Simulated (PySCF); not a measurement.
Calculation: PySCF with PBE-D3(BJ)/def2-TZVP // r2SCAN-D4/def2-TZVP. Isolated molecules, 0 K electronic values unless said otherwise. 

Reference species (SMILES): `[SiH3][Ga]([SiH3])[SiH3]` (neutral, multiplicity 1).

```yaml
dipole_moment: 0.03 D
HOMO–LUMO gap: 2.93 eV
```

Changed species: `[SiH3][GaH][SiH3]` (whole molecule; the reference has whole molecule).

Question: Predict the effect on the dipole moment and HOMO–LUMO gap.

Answer: the dipole moment rises by 0.15 D, to 0.18 D; the HOMO–LUMO gap rises by 0.18 eV, to 3.11 eV.
